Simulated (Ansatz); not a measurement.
```yaml
crystal:
  periodic: [false, false, false]
  atoms:
    - {symbol: C, position_ang: [2.614957, -0.745180, -1.865534]}
    - {symbol: C, position_ang: [1.713011, 0.440133, -2.186302]}
    - {symbol: Ga, position_ang: [0.221238, 0.673124, -0.945329]}
    - {symbol: Cl, position_ang: [-1.236395, 2.245025, -1.228202]}
    - {symbol: O, position_ang: [0.049233, -0.419730, 0.439613]}
    - {symbol: C, position_ang: [-0.931076, -0.455882, 1.458811]}
    - {symbol: C, position_ang: [-0.909737, 0.811668, 2.292023]}
    - {symbol: C, position_ang: [-2.307007, -0.748477, 0.890917]}
    - {symbol: H, position_ang: [3.058683, -0.658697, -0.871597]}
    - {symbol: H, position_ang: [2.065951, -1.688846, -1.886918]}
    - {symbol: H, position_ang: [3.432848, -0.822126, -2.587883]}
    - {symbol: H, position_ang: [2.272620, 1.380731, -2.184665]}
    - {symbol: H, position_ang: [1.280648, 0.356246, -3.188064]}
    - {symbol: H, position_ang: [-0.640554, -1.295694, 2.104303]}
    - {symbol: H, position_ang: [0.096375, 0.997193, 2.674232]}
    - {symbol: H, position_ang: [-1.588581, 0.726757, 3.144425]}
    - {symbol: H, position_ang: [-1.223080, 1.672671, 1.694974]}
    - {symbol: H, position_ang: [-2.648651, 0.077311, 0.260475]}
    - {symbol: H, position_ang: [-3.036694, -0.885018, 1.693110]}
    - {symbol: H, position_ang: [-2.283780, -1.661192, 0.291610]}
basis:
  gaussian: {orbitals: 6-31G, final_grid: {core_spheres: 8, valence_spheres: 7, degree: 23}}
hamiltonian: {xc: {name: HF}}
correlation: {method: mp2, frozen_orbitals: {C: 0}}
accuracy: high
output: {forces: true}
```

```sh
$ ansatz run in.yaml --threads 4 --pin off --events-out ev --progress --plain --max-ram 46080MiB --backend cpu
```

Problem. How does Ansatz answer? (An estimate is asked.)

Solution. Ansatz gave: The program refused the input.
```
Functional definition: HF
Error: "frozen_orbitals" has no count for Ga
```
